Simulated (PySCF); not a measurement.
An element was calculated at PBE (PySCF 2.14, spin-free X2C, a triple-zeta basis, no spin-orbit coupling), in the ground configurations that NIST lists.

- first ionisation energy: 7.829 eV
- second ionisation energy: 18.477 eV
- third ionisation energy: 31.263 eV

Problem. Which element is it?

Solution. Rhodium (Rh, Z = 45), in x2c-TZVPPall. NIST lists 7.459, 18.08, 31.06 eV for these ionisation energies.
